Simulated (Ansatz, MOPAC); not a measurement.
Molecule: chlorosilyloxy(trimethyl)silane, C3H11ClOSi2, charge 0, multiplicity 1. SMILES: C[Si](C)(C)O[SiH2]Cl

Atoms: C1, Si2, C3, C4, O5, Si6, Cl7, H8, H9, H10, H11, H12, H13, H14, H15, H16, H17, H18. Bonds: C1-Si2, C1-H8, C1-H9, C1-H10, Si2-C3, Si2-C4, Si2-O5, C3-H11, C3-H12, C3-H13, C4-H14, C4-H15, C4-H16, O5-Si6, Si6-Cl7, Si6-H17, Si6-H18.

Bond lengths (Å) and angles (degrees) optimised at MNDO with MOPAC; HF/STO-3G with Ansatz (a quantum-chemistry and plane-wave program); B3LYP/LANL2DZ with Ansatz; B3LYP/6-31G* with Ansatz, each started from the B3LYP-D3(BJ)/def2-TZVP structure (Ansatz) of the last column. A row stands for all coordinates that are equal there; 13 of 31 kinds are shown. 6-31G* holds six Cartesian d functions. No wavenumbers were computed at MNDO, HF/STO-3G, B3LYP/LANL2DZ, so these may be saddle points.

```
coordinate   MNDO  HF/STO-3G  B3LYP/LANL2DZ  B3LYP/6-31G*  B3LYP-D3(BJ)/def2-TZVP
----------  -----  ---------  -------------  ------------  ----------------------
C1-Si2      1.814      1.859          1.888         1.881                   1.866
C1-H8       1.107      1.082          1.098         1.097                   1.093
C1-H9       1.107      1.082          1.098         1.096                   1.092
Si2-C3      1.817      1.859          1.887         1.881                   1.865
Si2-C4      1.815      1.862          1.889         1.883                   1.869
Si2-O5      1.637      1.655          1.701         1.683                   1.666
O5-Si6      1.596      1.619          1.642         1.624                   1.614
Si6-Cl7     2.133      2.101          2.203         2.089                   2.075
C1-Si2-C3   111.0      110.4          111.8         111.3                   111.4
C1-Si2-C4   111.4      110.1          111.4         110.9                   110.9
C1-Si2-O5   108.1      109.4          107.7         108.1                   108.2
C3-Si2-C4   111.0      110.1          111.6         111.2                   111.3
C3-Si2-O5   107.1      106.5          106.4         106.3                   106.4
```

Mean signed difference of all 17 bond lengths from B3LYP-D3(BJ)/def2-TZVP: MNDO -0.012 Å, HF/STO-3G -0.011 Å, B3LYP/LANL2DZ 0.019 Å, B3LYP/6-31G* 0.008 Å.
